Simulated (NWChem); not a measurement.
Total energies of AuCl

SMILES: [Cl][Au]
```xyz
2

Au     0.0000     0.0000    -0.3990
Cl     0.0000     0.0000     1.8540
```
Charge 0, spin multiplicity 1.

All runs are NWChem calculations. Structure: optimised with PBE0/def2-SVP with def2 effective core potentials on Au, a minimum by its harmonic frequencies.

Basis set: def2-QZVP (142 functions).

```json
[
 {"method": "RHF", "total energy (Ha)": "-594.34122", "relative cost": "1"},
 {"method": "MP2", "total energy (Ha)": "-594.94769", "relative cost": "under 3"},
 {"method": "B2PLYP", "total energy (Ha)": "-595.65185", "relative cost": "4"},
 {"method": "PBE", "total energy (Ha)": "-595.83153", "relative cost": "under 3"},
 {"method": "B3LYP", "total energy (Ha)": "-596.04242", "relative cost": "under 3"},
 {"method": "PBE0", "total energy (Ha)": "-595.81925", "relative cost": "under 3"}
]
```

Total energies of different functionals aren't comparable as a measure of quality: only differences taken within one method are. The cost column gives rough processor time relative to RHF; each entry includes its own SCF.

Effective core potentials replace the inner electrons of Au; spin-orbit coupling is left out. The correlated methods keep 9 core orbitals frozen. B3LYP has NWChem's definition, with VWN1-RPA local correlation. The structure started from a generated list of species.
